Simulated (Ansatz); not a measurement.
Geometry optimisation, Ansatz, RKS BHLYP-D4/def2-SVP.

Input:

```yaml
crystal:
  periodic: [false, false, false]
  atoms:
    - { symbol: Ga, position_ang: [-0.033804, -0.834213, 0.526479] }
    - { symbol: S, position_ang: [0.006238, 1.950588, -1.691239] }
    - { symbol: O, position_ang: [-0.251794, 0.128657, 1.973957] }
    - { symbol: O, position_ang: [1.343504, -1.874952, 0.210342] }
    - { symbol: H, position_ang: [-0.983631, 1.028796, -1.687037] }
    - { symbol: F, position_ang: [-1.379923, -0.833289, -0.622021] }
    - { symbol: H, position_ang: [-0.525324, 2.627274, -0.66306] }
    - { symbol: H, position_ang: [0.485511, 0.141719, 2.578456] }
    - { symbol: H, position_ang: [1.339022, -2.334679, -0.625777] }
basis:
  gaussian: { orbitals: def2-SVP }
hamiltonian:
  xc: { name: BHLYP }
  dispersion: d4
relax:
  f_tol: 0.03
  max_steps: 50
```

Command:

```bash
$ ansatz run input.yaml --threads 2 --pin off --max-ram 3072MiB --backend cpu --events-out ev --progress --plain --runs-dir out
```

Problem. Where does it end, and by what steps?

Solution. The run converged. After 12 steps the energy has fallen by 0.338 eV; S2 moved furthest, 0.62 Å. Joined: Ga1–S2.

```csv
step,energy less start (eV),largest force component (eV/Å),accepted
0,0.0000,0.590,yes
1,-0.0861,0.506,yes
2,-0.1575,0.923,yes
3,-0.2595,0.967,yes
4,-0.3012,0.428,yes
5,-0.3090,0.292,yes
6,-0.3281,0.190,yes
7,-0.3318,0.233,yes
8,-0.3357,0.068,yes
9,-0.3374,0.041,yes
10,-0.3379,0.038,yes
11,-0.3381,0.045,yes
12,-0.3382,0.027,yes
```

```xyz
9
Properties=species:S:1:pos:R:3
Ga -0.035 -0.585 0.254
S 0.110 1.464 -1.324
O -0.223 0.454 1.684
O 1.404 -1.602 0.073
H -1.152 1.232 -1.719
F -1.504 -1.108 -0.557
H -0.252 2.230 -0.282
H 0.318 0.222 2.435
H 1.334 -2.307 -0.565
```

Run time: 50 s on 2 threads of Arm Neoverse V1, on a shared host, peak memory 0.27 GiB.
